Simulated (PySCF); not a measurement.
Method: B3LYP-D3(BJ)/def2-TZVP (PySCF). All species are isolated molecules in the gas phase. One relaxed conformer stands for a flexible species; it need not be the lowest. B3LYP has the VWN-RPA correlation part, as in Gaussian. Delta-SCF ions had no search for a lower state. Excitations are Tamm–Dancoff values on a coarser integration grid. The basis has no diffuse functions, so Rydberg states are missing or too high.

Reference species (SMILES): `O[Si](O)(O)O` (neutral, multiplicity 1).

The S1 excitation (TDA) is 7.77 eV and the S1–T1 gap (TDA) is 0.31 eV. The HOMO–LUMO gap is 8.88 eV. The vertical ionisation energy (Delta-SCF) is 11.25 eV.

After one change: the S1 excitation (TDA) decreases by 1.36 eV; the S1–T1 gap (TDA) is nearly the same; the HOMO–LUMO gap falls by 1.49 eV; the vertical ionisation energy (Delta-SCF) drops by 1.78 eV.

Question: Which change was made? The new species is one of these.
A. `N[Si](O)(O)O`
B. `N[Si](N)(N)O`
C. `N[Si](N)(N)N`
D. `N[Si](N)(O)O`

Answer: D, `N[Si](N)(O)O`
